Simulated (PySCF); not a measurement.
Compound: C7H13 (doublet state).
Structure used (GFN2-xTB), in Å, numbered top down from 1:
```
atom  x, y, z in Å
C1     2.9118    0.1886    0.0063
C2     1.6146   -0.5185    0.0275
C3     0.3148    0.1489   -0.1391
C4    -0.6250    0.0069    1.0791
C5    -2.0124    0.3677    0.5418
C6    -1.9678    0.0818   -0.9718
C7    -0.5638   -0.4577   -1.2527
H8     2.7833    1.2393   -0.2439
H9     3.5958   -0.2616   -0.7200
H10    3.4147    0.1259    0.9785
H11    1.6199   -1.5811    0.2098
H12    0.4626    1.2137   -0.3447
H13   -0.6038   -1.0288    1.4210
H14   -0.3165    0.6456    1.9052
H15   -2.2230    1.4224    0.7209
H16   -2.7894   -0.2123    1.0390
H17   -2.7324   -0.6344   -1.2712
H18   -2.1377    1.0006   -1.5344
H19   -0.5470   -1.5449   -1.1619
H20   -0.2038   -0.1912   -2.2450
```

The hyperfine couplings belong to this conformer and change with its torsions.

Identity: `C1CCCC1[CH]C` [radical].

The calculation used UKS B3LYP, pcH-1 on C H, non-relativistic, mean-field spin-orbit, GIAO (PySCF). Isolated species at its GFN2-xTB geometry (one conformer only). Couplings are sensitive to structure, and on GFN2-xTB geometries they can be far from those on DFT ones. The SCF solution wasn't tested for stability.

The Mulliken spin populations are largest on C2 (+1.03), C1 (-0.09) and C3 (-0.09). C2 is the only atom above +0.15. The positive populations add up to 1.23 and the negative ones to -0.23, together 2S = 1. The angles at C2 add up to 360.0°, so it is planar; its axial dipolar tensor and the negative coupling of its proton fit spin in a p orbital normal to that plane.

Question: McConnell's relation a(H) = Q·ρ ties the coupling of a proton on a planar π carbon to the spin population of that carbon. What Q do the computed values give?

Answer: 
```
  H   C    ρ(C)  a(H) (G)  a/ρ (G)
H11  C2  +1.029    -21.63    -21.0
```

One proton gives one ratio, Q = -21.0 G, and no test of linearity. In every row coupling and population have opposite signs.

Question: How do the β-proton couplings of this frozen conformer go with θ, the angle between the C–H bond and the normal to the plane of the spin centre's three neighbours, both seen down the bond from centre to carbon?

Answer: 
| β H | on | centre | θ (°) | cos²θ | a (G) |
| --- | --- | --- | --- | --- | --- |
| H8 | C1 | C2 | 85 | 0.01 | +1.36 |
| H9 | C1 | C2 | 36 | 0.66 | +37.85 |
| H10 | C1 | C2 | 26 | 0.80 | +45.60 |
| H12 | C3 | C2 | 87 | 0.00 | +1.12 |

Fitting the Heller–McConnell form a = ρ(B0 + B2 cos²θ), with Mulliken ρ = 1.03, gives B0 = 1.0 G and B2 = 54.0 G, with a largest miss of 0.1 G. By this fit the coupling would be 56.6 G at θ = 0° and 1.0 G at 90°.

Question: What would the freely rotating methyl group on C1 show?

Answer: Three equal couplings, a 1:3:3:1 quartet. The mean of the three values of this geometry estimates the splitting: 28.3 G, or 79.2 MHz (three bonds 120° apart have a mean cos²θ of 1/2 at any torsion).

Couplings in gauss use g_iso = 2.0026.
